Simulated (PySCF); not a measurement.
Isomers of C5H6Cl2O2. Method: PySCF, TDDFT PBE0/def2-SVPD, vertical, gas phase, core orbitals frozen in the response. Geometries: GFN2-xTB; one conformer of each isolated species. Triplets are in the Tamm–Dancoff approximation.

A. `CO/C(C(=O)Cl)=C(\C)Cl`
B. `O=C(Cl)CCCC(=O)Cl`
C. `CC(C)(C(=O)Cl)C(=O)Cl`

Lowest singlet levels (six at most, fewer where fewer were computed) with oscillator strengths:

1. 250 nm (f 0.002); 242 nm (f 0.002); 201 nm (f 0.001); 201 nm (f 0.001); 198 nm (f 0.002); 194 nm (f 0.014); T1 4.42 eV
2. 239 nm (f 0.000); 236 nm (f 0.000); 196 nm (f 0.000); 194 nm (f 0.000); 190 nm (f 0.001); 181 nm (f 0.039); T1 4.65 eV
3. 311 nm (f 0.002); 260 nm (f 0.275); 229 nm (f 0.022); 225 nm (f 0.005); 212 nm (f 0.007); 206 nm (f 0.007); T1 3.03 eV

Question: Match each spectrum to its molecule.

Answer: 1 = C, 2 = B, 3 = A.
- A: S1 at 3.99 eV, HOMO-1→LUMO (85%), HOMO→LUMO (11%); Löwdin shares by element: HOMO carbon 42% or more, chlorine 20% or more, oxygen 17% or more (atoms not listed hold the other 21%); LUMO carbon 57% or more, oxygen 20% or more (atoms not listed hold the other 24%); HOMO -7.66 and LUMO -2.32 eV.
- B: S1 at 5.20 eV, HOMO-1→LUMO (91%); Löwdin shares by element: HOMO oxygen 52% or more, chlorine 27% or more, carbon 14% or more; LUMO carbon 48% or more, oxygen 33% or more, chlorine 11% or more; HOMO -8.78 and LUMO -1.54 eV.
- C: S1 at 4.96 eV, HOMO→LUMO (80%), HOMO-1→LUMO+1 (18%); Löwdin shares by element: HOMO oxygen 57%, chlorine 23% (atoms not listed hold the other 20%); LUMO carbon 41% or more, oxygen 33% (atoms not listed hold the other 26%); HOMO -8.84 and LUMO -1.94 eV; point group C2.
